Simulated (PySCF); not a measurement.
## Computed data sheet: `[SiH2]([SiH3])c1ncc(cc1)Cl`

C5H8ClNSi2.
SMILES with atom numbers: `[SiH3:1][SiH2:2][c:3]1[cH:4][cH:5][c:6]([Cl:7])[cH:8][n:9]1` (hydrogens: H10, H11, H12 on Si1; H13, H14 on Si2; H15 on C4; H16 on C5; H17 on C8)

Structural features include: pyridine-type ring nitrogen, C–Cl bond, Si–H bond and C–Si bond.

**GFN2-xTB geometry**

| Property | Result |
| --- | --- |
| Point group of the GFN2-xTB geometry | C1 |
| Rotational constants A, B, C of the GFN2-xTB geometry | 2.847, 0.423, 0.374 GHz |

PBE0/pcSseg-1 ground state and GIAO shieldings, non-relativistic (PySCF):

| Item | Value |
| --- | --- |
| Dipole moment | 1.65 D |
| HOMO energy | -7.58 eV |
| LUMO energy | -1.31 eV |
| HOMO–LUMO gap | 6.27 eV |
| Lowest Hirshfeld atomic charge | -0.14 e on N9 |
| Highest Hirshfeld atomic charge | +0.24 e on Si2 |
| 13C chemical shifts (computed TMS as zero) by class | 165.0 (C3), 154.6 (C8), 143.8 (C6), 140.5 (C5), 137.1 (C4) ppm |
| 1H chemical shifts (computed TMS as zero) by class | 8.94 (H17), 7.81 (H15), 7.80 (H16), 4.73 (H13/H14), 3.71 (H10/H11/H12) ppm |
| Isotropic shieldings of nuclei other than C and H, by class | -117 (N9), 422 (Si2), 469 (Si1), 735 (Cl7) ppm |
| Mayer bond orders between heavy atoms | Si1–Si2 0.91, Si2–C3 0.84, C3–C4 1.35, C4–C5 1.44, C5–C6 1.34, C6–Cl7 1.07, C6–C8 1.31, C8–N9 1.50, N9–C3 1.41 |

Monoisotopic mass from the formula: 172.9884 u.

The dipole matches unit charges of opposite sign 0.34 Å apart (1 e·Å = 4.8032 D). With B = h/(8π²I), that is 505.379 GHz u Å² over I, the principal moments of inertia are 177.5, 1195.2 and 1351.7 u Å² (most abundant isotopes). The rotational constants make it an asymmetric top with κ = (2B − A − C)/(A − C) = -0.96, nearer the prolate limit (−1).

Isolated species at its GFN2-xTB geometry (one conformer only). GFN2-xTB frequencies show an imaginary mode (30i cm⁻¹), so this geometry is no minimum at that level. NMR classes are plain means over equivalent atoms (diastereotopic ones count apart unless rotation or inversion swaps them), as if these changed places fast; in this geometry the members of some classes differ.

Shape of the structure used: `[SiH3:1][SiH2:2][c:3]1[cH:4][cH:5][c:6]([Cl:7])[cH:8][n:9]1`: Si1–Si2–C3–C4 160°.
